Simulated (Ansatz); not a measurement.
Ansatz (a first-principles code) input (B3LYP-D3(BJ)/def2-TZVP):

Ansatz 0.2 input:
```yaml
crystal:
  periodic: [false, false, false]
  atoms:
    - {symbol: Hf, position_ang: [-0.00000000, -0.00000000, -0.20317062]}
    - {symbol: F, position_ang: [0.00000000, 0.00000000, 1.62536498]}
basis:
  gaussian:
    orbitals: def2-TZVP
hamiltonian:
  xc: b3lyp
  dispersion: d3bj
total_charge: 1
magnetization: {spin_polarized: true, initial_magnetization: 2}
phonons: {temperatures: {t_min: 298.15, t_max: 298.15, t_step: 100}}
```

Output:

```
Functional definition: B3LYP
integrals: 0.01 GiB planned
529 factors; their error is unknown
mean field: 0.20 GiB planned
mean field evaluation 1: about -3996.9413 eV, gradient 8.0e1 eV
mean field evaluation 2: about -3670.1671 eV, gradient 1.8e2 eV
mean field evaluation 4: about -4015.6719 eV, gradient 1.0e1 eV
mean field evaluation 8: about -4016.0496 eV, gradient 7.8e-2 eV
mean field evaluation 16: about -4016.0647 eV, gradient 2.7e-4 eV
mean field evaluation 32: about -4016.0643 eV, gradient 1.2e-1 eV
mean field evaluation 64: about -4016.5452 eV, gradient 3.7e0 eV
mean field -4017.15211675 eV, -147.6276173671 hartree, gradient 1.2e-5 eV, S^2 2.001327; 4 other end points of the search recorded, 0 dependent functions left out
the calculation of the forces begins
reference -4017.15230152 eV, -147.6276241572 hartree; 11, 9 occupied and 60, 62 virtual orbitals, 529 factors
these checks for a lower state are left out or cut short: stability, starts, cluster_reference, orbital_swaps, neighbouring_geometries, increment
integrals: 0.01 GiB planned
529 factors; their error is unknown
mean field: 0.20 GiB planned
mean field -4017.15211675 eV, -147.6276173671 hartree, gradient 2.1e-6 eV, S^2 2.001327; 0 other end points of the search recorded, 0 dependent functions left out
the calculation of the forces begins
reference -4017.15230152 eV, -147.6276241572 hartree; 11, 9 occupied and 60, 62 virtual orbitals, 529 factors
these checks for a lower state are left out or cut short: stability, starts, cluster_reference, orbital_swaps, neighbouring_geometries, increment
integrals: 0.01 GiB planned
529 factors; their error is unknown
mean field: 0.20 GiB planned
mean field -4017.15211675 eV, -147.6276173671 hartree, gradient 2.1e-6 eV, S^2 2.001327; 0 other end points of the search recorded, 0 dependent functions left out
the calculation of the forces begins
reference -4017.15230152 eV, -147.6276241572 hartree; 11, 9 occupied and 60, 62 virtual orbitals, 529 factors
these checks for a lower state are left out or cut short: stability, starts, cluster_reference, orbital_swaps, neighbouring_geometries, increment
integrals: 0.01 GiB planned
529 factors; their error is unknown
mean field: 0.20 GiB planned
mean field -4017.15211675 eV, -147.6276173671 hartree, gradient 2.1e-6 eV, S^2 2.001327; 0 other end points of the search recorded, 0 dependent functions left out
the calculation of the forces begins
reference -4017.15230152 eV, -147.6276241572 hartree; 11, 9 occupied and 60, 62 virtual orbitals, 529 factors
these checks for a lower state are left out or cut short: stability, starts, cluster_reference, orbital_swaps, neighbouring_geometries, increment
integrals: 0.01 GiB planned
529 factors; their error is unknown
mean field: 0.20 GiB planned
mean field evaluation 96: about -4017.1521 eV, gradient 1.2e-4 eV
mean field -4017.15211675 eV, -147.6276173671 hartree, gradient 2.1e-6 eV, S^2 2.001327; 0 other end points of the search recorded, 0 dependent functions left out
the calculation of the forces begins
reference -4017.15230152 eV, -147.6276241572 hartree; 11, 9 occupied and 60, 62 virtual orbitals, 529 factors
these checks for a lower state are left out or cut short: stability, starts, cluster_reference, orbital_swaps, neighbouring_geometries, increment
integrals: 0.01 GiB planned
529 factors; their error is unknown
mean field: 0.20 GiB planned
mean field -4017.15200744 eV, -147.6276133499 hartree, gradient 2.0e-6 eV, S^2 2.001324; 0 other end points of the search recorded, 0 dependent functions left out
the calculation of the forces begins
reference -4017.15219222 eV, -147.6276201404 hartree; 11, 9 occupied and 60, 62 virtual orbitals, 529 factors
these checks for a lower state are left out or cut short: stability, starts, cluster_reference, orbital_swaps, neighbouring_geometries, increment
integrals: 0.01 GiB planned
529 factors; their error is unknown
mean field: 0.20 GiB planned
mean field -4017.15201048 eV, -147.6276134618 hartree, gradient 2.0e-6 eV, S^2 2.001330; 0 other end points of the search recorded, 0 dependent functions left out
the calculation of the forces begins
reference -4017.15219524 eV, -147.6276202515 hartree; 11, 9 occupied and 60, 62 virtual orbitals, 529 factors
these checks for a lower state are left out or cut short: stability, starts, cluster_reference, orbital_swaps, neighbouring_geometries, increment
integrals: 0.01 GiB planned
529 factors; their error is unknown
mean field: 0.20 GiB planned
mean field -4017.15211675 eV, -147.6276173671 hartree, gradient 2.1e-6 eV, S^2 2.001327; 0 other end points of the search recorded, 0 dependent functions left out
the calculation of the forces begins
reference -4017.15230152 eV, -147.6276241572 hartree; 11, 9 occupied and 60, 62 virtual orbitals, 529 factors
these checks for a lower state are left out or cut short: stability, starts, cluster_reference, orbital_swaps, neighbouring_geometries, increment
integrals: 0.01 GiB planned
529 factors; their error is unknown
mean field: 0.20 GiB planned
mean field evaluation 128: about -4017.1521 eV, gradient 1.2e-4 eV
mean field -4017.15211675 eV, -147.6276173671 hartree, gradient 2.1e-6 eV, S^2 2.001327; 0 other end points of the search recorded, 0 dependent functions left out
the calculation of the forces begins
reference -4017.15230152 eV, -147.6276241572 hartree; 11, 9 occupied and 60, 62 virtual orbitals, 529 factors
these checks for a lower state are left out or cut short: stability, starts, cluster_reference, orbital_swaps, neighbouring_geometries, increment
integrals: 0.01 GiB planned
529 factors; their error is unknown
mean field: 0.20 GiB planned
mean field -4017.15211675 eV, -147.6276173671 hartree, gradient 2.1e-6 eV, S^2 2.001327; 0 other end points of the search recorded, 0 dependent functions left out
the calculation of the forces begins
reference -4017.15230152 eV, -147.6276241572 hartree; 11, 9 occupied and 60, 62 virtual orbitals, 529 factors
these checks for a lower state are left out or cut short: stability, starts, cluster_reference, orbital_swaps, neighbouring_geometries, increment
integrals: 0.01 GiB planned
529 factors; their error is unknown
mean field: 0.20 GiB planned
mean field -4017.15211675 eV, -147.6276173671 hartree, gradient 2.1e-6 eV, S^2 2.001327; 0 other end points of the search recorded, 0 dependent functions left out
the calculation of the forces begins
reference -4017.15230152 eV, -147.6276241572 hartree; 11, 9 occupied and 60, 62 virtual orbitals, 529 factors
these checks for a lower state are left out or cut short: stability, starts, cluster_reference, orbital_swaps, neighbouring_geometries, increment
integrals: 0.01 GiB planned
529 factors; their error is unknown
mean field: 0.20 GiB planned
mean field -4017.15201048 eV, -147.6276134618 hartree, gradient 2.0e-6 eV, S^2 2.001330; 0 other end points of the search recorded, 0 dependent functions left out
the calculation of the forces begins
reference -4017.15219524 eV, -147.6276202515 hartree; 11, 9 occupied and 60, 62 virtual orbitals, 529 factors
these checks for a lower state are left out or cut short: stability, starts, cluster_reference, orbital_swaps, neighbouring_geometries, increment
integrals: 0.01 GiB planned
529 factors; their error is unknown
mean field: 0.20 GiB planned
mean field evaluation 160: about -4017.1520 eV, gradient 1.2e-4 eV
mean field -4017.15200744 eV, -147.6276133499 hartree, gradient 2.1e-6 eV, S^2 2.001324; 0 other end points of the search recorded, 0 dependent functions left out
the calculation of the forces begins
reference -4017.15219222 eV, -147.6276201404 hartree; 11, 9 occupied and 60, 62 virtual orbitals, 529 factors
Total energy: -4017.18272854 eV, -147.6287423297 hartree
Atom 0 at    -0.000000    -0.000000    -0.203171 Å, force    -0.000000     0.000000    -0.000123 eV/Å
Atom 1 at     0.000000     0.000000     1.625365 Å, force     0.000000    -0.000000     0.000123 eV/Å
Dipole moment:     0.000000    -0.000000    -0.827336 e Å
Vibrations: 739.14 cm⁻¹, zero-point energy 0.045821 eV
```

This is an excited triplet: at this geometry the singlet lies 0.18 eV lower at CCSD(T)/CBS(def2-TZVPPD,def2-QZVPPD).
